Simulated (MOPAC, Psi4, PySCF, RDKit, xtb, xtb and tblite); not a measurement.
Two geometries of SMILES C/C=C\c1ccco1 (C7H8O), relaxed at GFN2-xTB with one dihedral held; other torsions can differ between them too.

Structure A

```
16

C     -2.1012    -1.0981     0.2716
C     -2.0297     0.3736     0.0500
C     -0.9153     1.0776    -0.1156
C      0.4396     0.5406    -0.0285
C      1.4954     0.9392     0.7454
C      2.5912     0.1240     0.3765
C      2.1322    -0.6926    -0.6091
O      0.8370    -0.4460    -0.8655
H     -2.6956    -1.3117     1.1597
H     -1.1121    -1.5297     0.3924
H     -2.5906    -1.5791    -0.5754
H     -2.9842     0.8810    -0.0036
H     -0.9678     2.1531    -0.2273
H      1.4824     1.7023     1.4967
H      3.5807     0.1495     0.7852
H      2.6087    -1.4583    -1.1886
```

Structure B

```
16

C     -2.1565    -1.1107     0.2983
C     -2.0308     0.3558     0.0704
C     -0.9007     1.0388    -0.1149
C      0.4514     0.5287    -0.0704
C      1.6129     1.2010     0.2226
C      2.6643     0.2707     0.0727
C      2.0777    -0.8929    -0.3200
O      0.7466    -0.7475    -0.4139
H     -2.8466    -1.3012     1.1197
H     -1.1964    -1.5646     0.5214
H     -2.5646    -1.5907    -0.5920
H     -2.9678     0.8963     0.0300
H     -0.9467     2.1134    -0.2331
H      1.6965     2.2254     0.5237
H      3.7092     0.4447     0.2291
H      2.4826    -1.8568    -0.5578
```

Q: Which is lower in energy at the level PBE0-D3(BJ)/def2-SVP // GFN2-xTB run with Psi4, and by how much?

A: B is lower, by 12.81 kJ/mol (dihedral C2–C3–C4–O8: 60° in A, 30° in B).

E(B) − E(A) in kJ/mol at the other levels, on the same two geometries: GFN2-xTB (xtb and tblite) -10.35; MMFF94 // GFN2-xTB (RDKit) -7.45; PBE0/def2-SVP // GFN2-xTB (Psi4) -12.93; PBE/def2-SVP // GFN2-xTB (Psi4) -14.68; PBE-D3(BJ)/def2-SVP // GFN2-xTB (Psi4) -14.61; UFF // GFN2-xTB (RDKit) -9.91; PM6, restricted, heats of formation // GFN2-xTB (MOPAC) -2.79; PM3, restricted, heats of formation // GFN2-xTB (MOPAC) 0.16; GFN1-xTB // GFN2-xTB (xtb) -11.63; restricted B3LYP/6-31G*, spherical d, density fitting // GFN2-xTB (PySCF) -12.31; restricted M06-2X/6-31G*, spherical d, density fitting // GFN2-xTB (PySCF) -9.84; restricted Hartree-Fock/6-31G*, spherical d, density fitting // GFN2-xTB (PySCF) -7.31; restricted B3LYP/3-21G // GFN2-xTB (PySCF) -15.95.
